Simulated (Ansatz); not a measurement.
Program: Ansatz. Geometries: PBE0-D4/def2-TZVP. ΔE: electronic, gas phase. CBS: MP2 limit from def2 TZ/QZ plus the TZ coupled-cluster correction, frozen cores. This one scheme is used for every species. DFT in def2-TZVPP. B3LYP here is the variant with VWN-RPA as its local correlation; programs differ in this. For Br outer-core shells are correlated without core-valence functions, which leaves a few kJ/mol of doubt a bond. Scalar relativity is left out up to krypton.

Consider the substitution at a C–Br bond: `ClC1(Br)O[SiH2]1` + H–F → `FC1(Cl)O[SiH2]1` + HBr.

```json
{"level": "r2SCANh-D4", "ΔE (kJ/mol)": "-6.8", "difference from CCSD(T)/CBS": "-17.7"}
{"level": "BHLYP-D4", "ΔE (kJ/mol)": "-5.4", "difference from CCSD(T)/CBS": "-16.3"}
{"level": "PBE-QIDH", "ΔE (kJ/mol)": "3.1", "difference from CCSD(T)/CBS": "-7.8"}
{"level": "PBE0", "ΔE (kJ/mol)": "-6.2", "difference from CCSD(T)/CBS": "-17.1"}
{"level": "B3LYP", "ΔE (kJ/mol)": "-12.0", "difference from CCSD(T)/CBS": "-22.9"}
{"level": "LC-ωPBE", "ΔE (kJ/mol)": "-13.0", "difference from CCSD(T)/CBS": "-23.9"}
{"level": "CCSD/def2-SVP", "ΔE (kJ/mol)": "-28.0", "difference from CCSD(T)/CBS": "-38.9"}
{"level": "HF/def2-QZVPP", "ΔE (kJ/mol)": "-24.4", "difference from CCSD(T)/CBS": "-35.3"}
{"level": "SCS-MP2/def2-QZVPP", "ΔE (kJ/mol)": "14.6", "difference from CCSD(T)/CBS": "3.7"}
{"level": "MP2/CBS(def2)", "ΔE (kJ/mol)": "26.6", "difference from CCSD(T)/CBS": "15.7"}
{"level": "CCSD(T)/CBS", "ΔE (kJ/mol)": "10.9", "difference from CCSD(T)/CBS": "0"}
```

Largest T1 diagnostic among the species: 0.014.

In def2-TZVPP, CCSD(T) changes the Hartree–Fock value by +28.3 kJ/mol (the triples alone add +4.3 kJ/mol) and MP2 by +44.1 kJ/mol. The D4 term adds +9.7 kJ/mol with B3LYP and +5.0 kJ/mol with PBE0; it sums over pairs of atoms, weighted by their polarisabilities, and B3LYP, whose exchange is more repulsive, gets the larger term. At CCSD(T), def2-SVP lies −36.5 kJ/mol from the extrapolated value and def2-TZVPP −7.0 kJ/mol.
